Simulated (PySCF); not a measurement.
Species: C2H7ClSi2 (charge 0, singlet). 
Geometry from a B3LYP-D3(BJ)/def2-TZVP (Ansatz) optimisation:
```
Si
H 1 1.4841
H 1 1.4847 2 109.34
C 1 1.8614 2 111.28 3 -121.27
C 4 1.3318 1 123.88 2 125.52
H 5 1.0848 4 121.95 1 -1.62
H 5 1.0849 6 115.98 4 179.90
H 4 1.0873 5 118.31 6 -179.77
Si 1 2.3451 2 107.65 3 119.24
H 9 1.4806 1 112.27 2 -176.01
H 9 1.4810 10 108.78 1 -126.37
Cl 9 2.0838 10 107.28 11 -115.91
```

Dispersion corrections to the total energy (kcal/mol) from the dftd3 and dftd4 libraries through PySCF: D3(BJ) without and D4 with the three-body term, each with the damping fitted for the functional named.

```json
[
 {"functional": "BP86", "D3(BJ)": "…", "D4": "-9.97"},
 {"functional": "HF", "D3(BJ)": "-52.96", "D4": "-22.87"},
 {"functional": "TPSSh", "D3(BJ)": "-8.94", "D4": "-8.72"},
 {"functional": "B3LYP", "D3(BJ)": "…", "D4": "-11.51"},
 {"functional": "CAM-B3LYP", "D3(BJ)": "-6.59", "D4": "-6.34"},
 {"functional": "r2SCAN", "D3(BJ)": "-2.19", "D4": "-1.80"},
 {"functional": "TPSS", "D3(BJ)": "-9.53", "D4": "…"}
]
```

**Question.** What belongs in the gaps?

**Answer.** 
- BP86, D3(BJ): -12.98
- B3LYP, D3(BJ): -13.37
- TPSS, D4: -9.58
